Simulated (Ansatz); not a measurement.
Relaxation of Cl2Ge2H6O (11 atoms, charge 0, multiplicity 1), to a largest force component of 0.03 eV/Å in at most 50 steps.

These are results of RHF/def2-SVP (Ansatz), not measurements.

```xyz
11
Properties=species:S:1:pos:R:3
Ge 0.168 -0.218 -0.078
Cl 0.344 -0.062 2.113
O 1.801 -0.470 -0.647
H 2.495 0.024 -0.230
Cl -0.469 1.726 -0.776
Ge -1.222 -2.088 -0.837
H -1.619 -2.904 0.393
H -2.457 -1.527 -1.541
H -0.377 -2.923 -1.798
H -2.401 0.181 0.856
H -2.161 0.017 1.504
```

Task: Where does it end, and by what steps?

Result: The forces met the threshold. The force dipped under the threshold on the way, but the program's further checks kept it going. After 27 steps the energy has fallen by 0.298 eV; H10 moved furthest, 1.88 Å.

```tsv
step	energy less start (eV)	largest force component (eV/Å)	accepted
0	0.0000	1.297	yes
1	-0.1426	0.180	yes
2	-0.2026	0.146	yes
3	-0.2375	0.125	yes
4	-0.2526	0.042	yes
5	-0.2441	0.262	no
6	-0.2548	0.023	yes
7	-0.2564	0.082	yes
8	-0.2570	0.066	yes
9	-0.2577	0.043	yes
10	-0.2581	0.158	yes
11	-0.2592	0.115	yes
12	-0.2615	0.055	yes
13	-0.2658	0.240	yes
14	-0.2642	0.409	no
15	-0.2712	0.082	yes
16	-0.2775	0.025	yes
17	-0.2792	0.499	yes
18	-0.2831	0.240	yes
19	-0.2908	0.010	yes
20	-0.2938	0.081	yes
21	-0.2954	0.059	yes
22	-0.2971	0.043	yes
23	-0.2976	0.039	yes
24	-0.2978	0.058	yes
25	-0.2980	0.065	yes
26	-0.2981	0.036	yes
27	-0.2981	0.010	yes
```

```xyz
11
Properties=species:S:1:pos:R:3
Ge 0.520 -0.311 -0.292
Cl 0.117 0.353 1.732
O 2.189 -0.811 -0.362
H 2.855 -0.179 -0.129
Cl 0.306 1.450 -1.534
Ge -0.965 -2.121 -0.981
H -0.749 -3.303 -0.037
H -2.401 -1.605 -0.888
H -0.616 -2.499 -2.421
H -3.947 0.360 1.908
H -3.205 0.424 1.962
```

Whether the end is a true minimum wasn't checked by a vibrational analysis.

The run took 62 s on 4 threads of Arm Neoverse V2, on a shared host, peak memory 0.43 GiB.
